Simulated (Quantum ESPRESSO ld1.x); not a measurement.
Values are calculated unless marked as measured or tabulated.
Question: The aim is the praseodymium ion Pr3+ in [Xe] 4f2. What will ld1.x (Quantum ESPRESSO 7.5) do with this input?

```
 &input
    zed=59.0,
    iswitch=1,
    rel=1,
    lsd=1,
    dft='HF',
    config='[Xe] 4f2',
    prefix='ld1',
    max_out_wfc=37,
    file_charge='ld1.rho',
 /
```

Answer: Refused. The program stops in ld1_setup with "HF not implemented yet": ld1.x has no Hartree-Fock; KLI and OEP are its exact-exchange options.

Output (excerpt):

```
     Program LD1 v.7.5 starts

 %%%%%%%%%%%%%%%%%%%%%%%%%%%%%%%%%%%%%%%%%%%%%%%%%%%%%%%%%%%%%%%%%%%%%%%%%%%%%%
     Error in routine ld1_setup (1):
     HF not implemented yet
 %%%%%%%%%%%%%%%%%%%%%%%%%%%%%%%%%%%%%%%%%%%%%%%%%%%%%%%%%%%%%%%%%%%%%%%%%%%%%%

     stopping ...
```

Run on one thread of a shared host, so times are rough (Intel(R) Xeon(R) Processor @ 2.60GHz): 0.3 s of CPU time, 0.86 s wall.
